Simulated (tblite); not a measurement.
Parent: `[NH2:1][c:2]1[cH:3][cH:4][cH:5][n:6][c:7]1[S:8][SiH3:9]` with N6–C7–S8–Si9 0°, C5H8N2SSi.

Computed geometry: GFN2-xTB, gas phase. One conformer each, not checked by frequencies here.

```tsv
coordinate of the parent	value
N1–C2	1.366 Å
C2–C3	1.389 Å
C3–C4	1.393 Å
C4–C5	1.378 Å
C5–N6	1.330 Å
N6–C7	1.324 Å
C7–S8	1.719 Å
S8–Si9	2.212 Å
C2–C7	1.411 Å
N1–C2–C3	123.4°
N1–C2–C7	120.2°
C3–C2–C7	116.3°
C2–C3–C4	120.1°
C3–C4–C5	119.3°
C4–C5–N6	121.1°
C5–N6–C7	120.5°
N6–C7–S8	111.4°
C2–C7–N6	122.8°
C2–C7–S8	125.9°
C7–S8–Si9	83.9°
```

Problem. How does the shared frame change in `[NH2:1][c:2]1[cH:3][cH:4][cH:5][n:6][c:7]1[O:8][SiH3:9]` with N6–C7–O8–Si9 1°, C5H8N2OSi? Atoms pair as N1 = N1, C2 = C2, C3 = C3, C4 = C4, C5 = C5, N6 = N6, C7 = C7 (parent first).

Solution. 
```
  parent  relative  value in the relative  change
   N1–C2     N1–C2                1.376 Å  +0.010
   C2–C3     C2–C3                1.389 Å   0.000
   C3–C4     C3–C4                1.389 Å  -0.004
   C4–C5     C4–C5                1.380 Å  +0.002
   C5–N6     C5–N6                1.329 Å  -0.001
   N6–C7     N6–C7                1.313 Å  -0.011
   C2–C7     C2–C7                1.413 Å  +0.002
N1–C2–C3  N1–C2–C3                 123.3°    -0.1
N1–C2–C7  N1–C2–C7                 119.9°    -0.3
C3–C2–C7  C3–C2–C7                 116.7°    +0.4
C2–C3–C4  C2–C3–C4                 119.5°    -0.6
C3–C4–C5  C3–C4–C5                 118.7°    -0.6
C4–C5–N6  C4–C5–N6                 122.6°    +1.5
C5–N6–C7  C5–N6–C7                 119.0°    -1.5
C2–C7–N6  C2–C7–N6                 123.5°    +0.7
```

Of the parent's bonds, N1–C2 and N6–C7 change most and about equally (-0.011 to +0.010 Å). Bonds of the relative outside the shared frame: C7–O8 1.339, O8–Si9 1.647 Å.
